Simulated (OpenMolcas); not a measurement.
Nb3+ (d2) on a cation site of an ionic host was computed by SS-CASPT2, IPEA 0.25 Eh, imaginary shift 0.1 Eh with the d shell active (OpenMolcas, ANO-RCC-VTZP on the metal). Its lowest spin-free states, and all those of the highest spin:

| 2S+1 | Degeneracy | E (cm-1) |
| --- | --- | --- |
| 3 | 3 | 0 |
| 1 | 3 | 5960 |
| 1 | 2 | 6410 |
| 1 | 1 | 14610 |
| 3 | 3 | 15320 |
| 3 | 3 | 21060 |
| 1 | 3 | 21980 |
| 1 | 3 | 23820 |
| 3 | 1 | 31840 |
| 1 | 2 | 38220 |
| 1 | 1 | 46430 |

Is the site octahedral, tetrahedral or cube-like, axial, or of lower symmetry?

The states with 2S+1 = 3 have orbital degeneracies 3, 3, 3, 1. Threefold states need a cubic site. For d2 at this spin an octahedron puts the threefold T1 below the threefold T2 and a tetrahedron or cube puts the single A2 below the threefold T2, so the site is octahedral. The run had Nb3+ with its 6 nearest bromide ions at 2.705 Å, on the Ca site of CsCaBr3 (a = 5.69 Å, distance in the model lattice 2.845 Å). The rest of the host is ab initio model potentials to 7.6 Å, with orthogonalisation functions on the cations behind the ligands, and point charges beyond; the distance is set by hand and nothing relaxes, and no local charge compensation is placed. Ligand basis ANO-RCC-VDZP.

Roots that are degenerate in the reference are averaged as groups; the widest CASPT2 spread within a group is 260 cm-1 (the 3-fold group of multiplicity 3 near 0 cm-1 above the lowest state of its run). Shifts and gaps below about the spread of the groups concerned are not significant. Over all roots computed the reference weight is 0.68 to 0.69; a low but even weight reflects the number of correlated electrons. An orbital triplet at a regular site is open to Jahn-Teller coupling, which can distort the site and quench the lowest spin-orbit gaps and is left out. The least metal-like active orbital is 80 % on the metal (Löwdin) and no ligand orbital is active, so the numbers are rough. Ligand-to-metal charge-transfer states are missing. With no ligand orbital active B as a rule stays too high, so bands that hang on it stand too high and its fall with covalency is understated. With one d shell and no ligand orbital active, 10Dq can be off by a tenth or more. No measured value stands beside these numbers; the geometry was set by hand and not optimised.
